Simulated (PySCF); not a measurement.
Excitation energy of I by level of theory

I [Kr] 4d10 5s2 5p5 (2P) → I [Kr] 4d10 5s2 5p4 6s1 (4P), as a difference of total energies. Calculation: PySCF 2.14, in aug-cc-pwCVDZ-PP with ECP28MDF; scalar relativity through the core potential. Correlated levels: valence: 4s2 4p6 4d10 frozen. The calculations carry no spin-orbit coupling.

```tsv
method	excitation energy (eV)
UHF	6.622
MP2 (valence)	6.810
SCS-MP2 (valence)	6.901
CCSD (valence)	6.775
CCSD(T) (valence)	6.773
```

Question: How much does correlation contribute at CCSD(T) (valence)?

Answer: 6.773 − (6.622) = 0.151 eV, measured against UHF.

The promoted electron is Rydberg-like, and one or two diffuse shells describe it only roughly, which tends to raise the upper state.
